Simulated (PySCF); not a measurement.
C₃H₈OSi₂. Atoms are numbered in the order given.

```xyz
14

C      2.9663    -0.4385     0.2652
O      1.7482     0.2689     0.2361
Si     0.2268    -0.3903     0.4199
C     -0.7057    -0.9457    -1.1292
C     -1.8226    -0.1709    -1.1358
Si    -1.6271     1.0372     0.3178
H      3.7854     0.2687     0.4714
H      3.1739    -0.9292    -0.7037
H      2.9769    -1.2166     1.0523
H      0.3255    -1.4627     1.4630
H     -0.5151    -1.7243    -1.8805
H     -2.6271    -0.2843    -1.8752
H     -2.7134     1.0121     1.3451
H     -1.4153     2.4579    -0.0907
```
Charge 0, spin multiplicity 1.

Coordinates come from a B3LYP-D3(BJ)/def2-SVP optimisation. The structure was generated by enumeration; whether it is a known compound was not checked. The values are those of a single conformer.

These are B3LYP/pcSseg-1 in PySCF values and carry that method's errors.

GIAO shieldings, no solvent; atoms alike by connectivity are averaged. δ = σ(ref) − σ: ¹³C against TMS (σ = 181.3 ppm); ¹⁷O against H2O (σ = 333.8 ppm); ²⁹Si against TMS (σ = 338.7 ppm); ¹H against TMS (σ = 31.68 ppm), references at their B3LYP-D3(BJ)/def2-TZVP geometries, non-relativistic.

| atoms | nucleus | count | δ (ppm) |
|---|---|---|---|
| C4 | ¹³C | 1 | 182.0 |
| C5 | ¹³C | 1 | (withheld) |
| C1 | ¹³C | 1 | 59.7 |
| O2 | ¹⁷O | 1 | 32.7 |
| Si3 | ²⁹Si | 1 | (withheld) |
| Si6 | ²⁹Si | 1 | -36.8 |
| H11 | ¹H | 1 | (withheld) |
| H12 | ¹H | 1 | (withheld) |
| H10 | ¹H | 1 | 5.67 |
| H13, H14 | ¹H | 2 | (withheld) |
| H7, H8, H9 | ¹H | 3 | 4.07 |

Question: Fill in the missing entries. (An estimate is asked for; the answer gives what the named calculation found.)

Answer: 
- C5, δ (ppm): 171.8
- H11, δ (ppm): 7.89
- H13, H14, δ (ppm): 4.91
- Si3, δ (ppm): 4.4
- H12, δ (ppm): 7.88
